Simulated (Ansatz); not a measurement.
Geometry optimisation, UKS B3LYP-D4/def2-SVP in Ansatz.

input.yaml

```yaml
crystal:
  periodic: [false, false, false]
  atoms:
    - { symbol: F, position_ang: [-1.35672, -1.41804, 0.80656] }
    - { symbol: B, position_ang: [-0.69781, -0.90594, -0.18851] }
    - { symbol: Sn, position_ang: [0.16323, 1.25649, -0.03547] }
    - { symbol: H, position_ang: [-0.67475, -1.50864, -1.19107] }
    - { symbol: H, position_ang: [1.65908, 1.19843, -0.92685] }
    - { symbol: H, position_ang: [0.90696, 1.3777, 1.53534] }
magnetization:
  spin_polarized: true
  initial_magnetization: 1
basis:
  gaussian: { orbitals: def2-SVP }
hamiltonian:
  xc: b3lyp
  dispersion: d4
relax:
  f_tol: 0.02
  max_steps: 50
```

Launched with:

```bash
$ ansatz run input.yaml --threads 2 --pin off --max-ram 3072MiB --backend cpu --events-out ev --progress --plain --runs-dir out
```

**Question.** Where does it end, and by what steps?

**Answer.** The forces met the threshold. After 9 steps the energy has fallen by 0.214 eV; Sn3 moved furthest, 0.33 Å.

```json
{"step": "0", "energy less start (eV)": "0.0000", "largest force component (eV/Å)": "1.147", "accepted": "yes"}
{"step": "1", "energy less start (eV)": "0.0388", "largest force component (eV/Å)": "1.475", "accepted": "no"}
{"step": "2", "energy less start (eV)": "-0.1264", "largest force component (eV/Å)": "0.386", "accepted": "yes"}
{"step": "3", "energy less start (eV)": "-0.1802", "largest force component (eV/Å)": "0.293", "accepted": "yes"}
{"step": "4", "energy less start (eV)": "-0.2054", "largest force component (eV/Å)": "0.218", "accepted": "yes"}
{"step": "5", "energy less start (eV)": "-0.2105", "largest force component (eV/Å)": "0.200", "accepted": "yes"}
{"step": "6", "energy less start (eV)": "-0.2106", "largest force component (eV/Å)": "0.195", "accepted": "yes"}
{"step": "7", "energy less start (eV)": "-0.2133", "largest force component (eV/Å)": "0.033", "accepted": "yes"}
{"step": "8", "energy less start (eV)": "-0.2134", "largest force component (eV/Å)": "0.047", "accepted": "yes"}
{"step": "9", "energy less start (eV)": "-0.2136", "largest force component (eV/Å)": "0.018", "accepted": "yes"}
```

```xyz
6
Properties=species:S:1:pos:R:3
F -1.431 -1.426 0.813
B -0.710 -0.946 -0.184
Sn 0.370 1.012 0.051
H -0.732 -1.522 -1.249
H 1.659 1.331 -1.050
H 0.844 1.552 1.619
```

Time of the run: 24 s on 2 threads of Arm Neoverse V1, with other jobs on the host, peak memory 0.17 GiB.
